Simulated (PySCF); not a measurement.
Species: [PdCl6]2- (charge -2 and singlet state).
SMILES: `[Cl][Pd-2]([Cl])([Cl])([Cl])([Cl])[Cl]`

Method used: PBE0-D3(BJ)/def2-SVP geometry optimisation, gas phase, def2 core potentials past Kr in PySCF.

Take the most abundant isotopes and a rigid rotor. 

Task: What are A, B and C (MHz)?

Result: Ia = 771.88, Ib = 772.18, Ic = 772.24 u·Å²; 505379 MHz·u·Å²/I gives A = 654.7, B = 654.5, C = 654.4 MHz.

Task: What kind of rotor is it?

Result: A spherical top, as the point group Oh requires three equal moments.

The point group Oh allows no dipole (computed: 0.00 D (about the centre of mass, as the species is charged)), so a rigid rotor has no electric-dipole lines.

Task: Estimate the classical rotational partition function at 25 K, 50 K and 100 K.

Result: Point group Oh, symmetry number σ = 24; q = (√π/σ)·√((kT/h)³/(ABC)), k/h = 20836.6 MHz/K: 1660 at 25 K, 4690 at 50 K, 13300 at 100 K.

Not checked by PBE0-D3(BJ)/def2-SVP frequencies. Whether so highly charged an anion holds all its electrons in the gas phase wasn't checked; a finite basis holds them in any case. No counter-ion or solvent screens the charge of this multiply charged ion. Constants of a rigid frame at the computed geometry: no zero-point averaging, no centrifugal distortion.

The run took 53 s of wall time on one thread, Intel Xeon 6975P-C (x86_64), shared host with 192 logical CPUs at a one-minute load of 67, and the process peaked at 0.68 GiB of memory. These figures are those of the optimisation.
